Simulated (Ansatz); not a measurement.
Gas-phase reaction in SMILES: F[SiH]C[SiH3] -> F[SiH2]C[SiH2]
Geometries: B3LYP-D3(BJ)/def2-TZVP minima from Ansatz (a first-principles code), one conformer each, not searched for the lowest. Frequencies are from Ansatz.

Property: isomerisation energy (enthalpy at 298 K, with B3LYP-D3(BJ) rigid-rotor harmonic-oscillator terms), in kcal/mol. Correlated levels leave the core frozen unless marked. UHF or UKS for open shells. No spin-orbit coupling. No relativistic terms. CBS marks a two-point X^-3 extrapolation of the correlation energy; Hartree-Fock from the larger set.

```
level       program  isomerisation energy (kcal/mol)
----------  -------  -------------------------------
HF/6-31G*    Ansatz                             -4.1
HF/cc-pVTZ   Ansatz                             -2.8
```

Predict the CCSD(T)/CBS(aug-cc-pV(T+d)Z,aug-cc-pV(Q+d)Z) result (Ansatz).

-2.5 kcal/mol, so HF/cc-pVTZ differs from it by -0.3 kcal/mol.
